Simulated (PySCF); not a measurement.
This PySCF input asks for the NMR shieldings of SMILES C[C@@H]1BCCC[C@H]1C, C7H15B; the geometry comes from GFN2-xTB.

```python
import basis_set_exchange as bse
import numpy as np
from pyscf import gto, dft
from pyscf.prop import nmr

atoms = """
C     0.038191   -2.244157   -0.802119
C    -0.146825   -1.011508    0.095153
B    -1.655696   -0.554275    0.208966
C    -2.011525    0.958997    0.429451
C    -0.903658    1.934390    0.023026
C     0.464970    1.414161    0.447402
C     0.833015    0.117391   -0.280230
C     2.284273   -0.246006    0.035242
H     1.049137   -2.640168   -0.740846
H    -0.166076   -1.989595   -1.840287
H    -0.650163   -3.032051   -0.505253
H     0.112784   -1.327367    1.118408
H    -2.507225   -1.361273    0.216223
H    -2.199150    1.071901    1.504211
H    -2.949580    1.246040   -0.051725
H    -1.080239    2.917576    0.467136
H    -0.913356    2.058836   -1.062449
H     0.469288    1.237904    1.526034
H     1.222491    2.171969    0.231788
H     0.750746    0.296672   -1.358537
H     2.400040   -0.458609    1.096837
H     2.943490    0.582073   -0.219779
H     2.610314   -1.115916   -0.528572
"""
names = dict.fromkeys(["C", "B", "H"], "pcSseg-1")
basis = {el: gto.basis.parse(bse.get_basis(n, elements=[el], fmt="nwchem")) for el, n in names.items()}
mol = gto.M(atom=atoms, basis=basis, charge=0, verbose=0)
mf = dft.RKS(mol, xc="PBE0")
mf.grids.level = 2
mf.grids.alignment = dft.numint.BLKSIZE   # the property module wants whole blocks of grid points
mf.conv_tol = 1e-9
mf.kernel()

calc = nmr.RKS(mf)   # GIAO
C = mf.mo_coeff
Co = C[:, mf.mo_occ > 0]
resp = mf.gen_response(singlet=True, hermi=2)
def vind(x):   # induced exchange potential for any number of trial vectors
    d = np.einsum("pi,xij,qj->xpq", C, 2 * x.reshape(-1, C.shape[1], Co.shape[1]), Co, optimize=True)
    return np.einsum("xpq,pi,qj->xij", resp(d - d.transpose(0, 2, 1)), C, Co, optimize=True).ravel()
mo1, _ = nmr.rhf.solve_mo1(calc, with_cphf=vind)
sigma = calc.kernel(mo1)
for i, s in enumerate(sigma):   # ppm
    print("%2d %-2s %9.2f" % (i, mol.atom_pure_symbol(i), np.trace(s) / 3))
```

Q: Give the expected output.

A: 
```
 0 C     169.14
 1 C     142.51
 2 B       9.51
 3 C     155.88
 4 C     158.94
 5 C     146.35
 6 C     145.19
 7 C     162.45
 8 H      30.08
 9 H      30.96
10 H      30.17
11 H      31.29
12 H      23.83
13 H      30.71
14 H      29.61
15 H      29.76
16 H      30.30
17 H      30.66
18 H      29.97
19 H      30.61
20 H      31.16
21 H      30.63
22 H      29.96
```

These numbers come from an equivalent density-fitted implementation of the same equations, which agrees with the script to about 0.01 ppm for H and up to a few tenths of a ppm for heavy atoms, so last digits may differ.

Size and cost of the density-fitted run: 211 basis functions, 46 s wall time on 1 thread of an x86-64 server CPU, shared host.
